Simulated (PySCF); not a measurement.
## Spin states of SnH⁺

Unrestricted PBE0; PySCF, scalar-relativistic core potentials, basis sets Sn cc-pVTZ-PP with ECP28, H cc-pVTZ. Outer shells of the fragments: Sn+ 4d10 5s2 5p1; H 1s1.

Followed along the bond (rough minima from three points):

```tsv
2Ms+1	unpaired	⟨S²⟩ at the start	R at minimum (Å)	Te (eV)
1	none	0.00	1.77	0.00
3	σ ↑, π ↑	2.01	none in the scan	≤ 2.19
```

Solutions found at the starting distance of 1.770 Å, counted from the lowest of them; the search is not exhaustive and high or unbound solutions are not listed, so other states can lie among these:

| 2Ms+1 | unpaired | term | E (eV) | ⟨S²⟩ | ⟨Lz²⟩ | μ (D) |
| --- | --- | --- | --- | --- | --- | --- |
| 1 | none | ¹Σ⁺ | 0.00 | 0.00 | 0.00 | 0.02 |
| 3 | σ ↑, π ↑ | ³Π | 2.22 | 2.01 | 1.00 | 0.71 |
| 1 | σ ↑, π ↓ | mixed | 2.50 | 1.02 | 1.00 | 0.85 |
| 3 | σ ↑↑ | ³Σ⁺ | 5.97 | 2.00 | 0.00 | 1.09 |
| 3 | π ↑↑ | ³Σ⁻ | 6.42 | 2.17 | 0.00 | 0.97 |
| 1 | π ↑↓ | mixed | 6.94 | 1.00 | 2.02 | 0.93 |
| 1 | none | mixed | 7.83 | 0.00 | 2.01 | 0.94 |

A term symbol is given only where ⟨S²⟩ and ⟨Lz²⟩ are close to those of a pure state; real π, δ and φ orbitals otherwise mix terms. A positive dipole points towards H; it is taken about the centre of mass and depends on that origin.

Spin–orbit coupling is left out. Counting both spins, an empty level lies below a filled one in some of these solutions, because spin and occupation are held.
